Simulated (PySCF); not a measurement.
A GIAO shielding run with PySCF 2.14.0 with density-fitted response routines (density fitting, non-relativistic, gas phase) on SMILES C#C[Si@H](Cl)O[SiH3], C2H5ClOSi2:

```
$ OMP_NUM_THREADS=1 python probes_run.py task.json out

{"job": {"kind": "nmr", "xc": "BP86", "basis": "pcSseg-1", "pop": false}, "charge": 0, "multiplicity": 1}
C     -3.250178     2.855331     0.171960
C     -2.350792     3.461012     0.723520
Si    -0.993964     4.351830     1.558979
Cl    -0.650541     6.086796     0.501992
O      0.366386     3.438617     1.567094
Si     1.492801     2.686742     0.592342
H     -4.047540     2.325009    -0.318910
H     -1.349494     4.700946     2.949678
H      0.896121     1.460881    -0.012653
H      2.653250     2.316780     1.447610
H      1.928274     3.617318    -0.489119
```

Hardware: 1 thread of an Arm Neoverse V2, shared host.

Problem. How large is the calculation?

Solution. 70 electrons, 148 basis functions and 840 auxiliary functions.

Problem. How long does it take, and how much memory does it need?

Solution. 16 s of wall time, with 15 SCF cycles; peak memory 0.92 GiB. Times on a shared host scatter by some tens of per cent.

Problem. And these other runs on the same molecule and hardware: GIAO shielding at B3LYP/pcSseg-1; GIAO shielding at B97-D/pcSseg-1; GIAO shielding at BLYP/pcSseg-1; GIAO shielding at HF/pcSseg-1; GIAO shielding at KT2/pcSseg-1; GIAO shielding at KT3/pcSseg-1?

Solution. B3LYP/pcSseg-1: 148 functions, 14 s; B97-D/pcSseg-1: 148 functions, 16 s; BLYP/pcSseg-1: 148 functions, 16 s; HF/pcSseg-1: 148 functions, 7.1 s; KT2/pcSseg-1: 148 functions, 17 s; KT3/pcSseg-1: 148 functions, 18 s.
